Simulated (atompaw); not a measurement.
**lithium (Li): one change to a PAW (atompaw) potential, before and after**

```
Element                 : lithium
Generator               : atompaw 4.2.0.5
Type                    : PAW
Functional              : PBE
Relativity              : scalar-relativistic
Frozen core             : none
Valence charge          : 3
Reference configuration : 1s2 2s0.5 2p0 (charge +0.5)
Partial waves           : 1s (bound): rc 0.50 bohr; 2s (bound): rc 3.00 bohr; 2p (bound, empty): rc 3.00 bohr; 2p channel at 0.6 Ry: rc 3.00 bohr; 3d channel at -0.05 Ry: rc 3.00 bohr
Local potential         : ultrasoft scheme with l = 3 at 0 Ry, radius 2.35 bohr
Core correction         : none
Augmentation charge     : besselshape compensation charge, radius 2.35 bohr; PAW radius 3.00 bohr; waves and projectors: custom polynom vanderbiltortho
```

Change: all radii scaled by about 0.79 (s 0.40, p 2.38, d 2.38 bohr); local potential ultrasoft scheme with l = 3 at 0 Ry, radius 1.86 bohr; augmentation besselshape compensation charge, radius 1.86 bohr; PAW radius 2.38 bohr; waves and projectors: custom polynom vanderbiltortho.

Cutoffs: the cutoffs (Ry, on a coarse ladder) from which the occupation-weighted sum of valence levels, in a spherical-Bessel basis at the reference potential, stays within 10 and 1 mRy of its value at 400 Ry; they do not see the model core or the augmentation charge, which bear on the density cutoff.

**Question.** What does the change do?

**Answer.** The potential gets harder (160 Ry and 200 Ry → 230 Ry and 300 Ry); neither file shows a bound ghost. A smaller radius makes the pseudo-wave follow the all-electron one further in, where it bends more sharply, so more plane waves are needed.

```
                            quantity                    base                 changed
                       cutoff, loose                  160 Ry                  230 Ry
                       cutoff, tight                  200 Ry                  300 Ry
                        bound ghosts                    none                    none
lowest overlap eigenvalue by channel  s 0.57, p 0.98, d 1.00  s 0.54, p 0.99, d 1.00
```

 The cutoffs see the waves, projectors and local potential, not the compensation charge or the core.
